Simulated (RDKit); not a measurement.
Job for RDKit: UFF on CH2O3 (a complex).

```python
from rdkit import Chem
from rdkit.Chem import AllChem, rdDetermineBonds

blocks = [
'''3

O     0.36048348   -0.03780729    0.39010603
H    -0.06909815    0.59331809   -0.19604100
H     0.40219371   -0.86639545   -0.09790964
''',
'''3

O     0.42078704   -1.09100653    3.21207973
C     0.07315032    0.01278572    3.13570464
O    -0.28192618    1.11632311    3.10574451
''',
]
mol = None
for b in blocks:
    f = Chem.MolFromXYZBlock(b)
    rdDetermineBonds.DetermineBonds(f, charge=0)
    mol = f if mol is None else Chem.CombineMols(mol, f)
Chem.SanitizeMol(mol)
print(Chem.MolToSmiles(Chem.RemoveHs(mol)))
ff = AllChem.UFFGetMoleculeForceField(mol, vdwThresh=100.0, ignoreInterfragInteractions=False)
e = ff.CalcEnergy()
print(f'UFF energy {e:.6f} kcal/mol')
```

It printed:

```
O.O=C=O
UFF energy 11.801874 kcal/mol
```

The run finished.

Cost: around 0.03 core-seconds (rough).
